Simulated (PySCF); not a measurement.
All values below come from PySCF with B3LYP-D3(BJ)/def2-TZVP. Isolated molecules, 0 K electronic values unless said otherwise. B3LYP has the VWN-RPA correlation part, as in Gaussian. 

Reference species (SMILES): `C=[SiH]C` (neutral, multiplicity 1).

```
Item     Value
----  --------
LUMO  -0.84 eV
HOMO  -6.02 eV
```

Changed species: `CC=[SiH2]`.

### Question
Predict the effect on the LUMO and HOMO.

### Answer
the LUMO decreases by 0.37 eV, to -1.21 eV; the HOMO increases by 0.06 eV, to -5.96 eV.
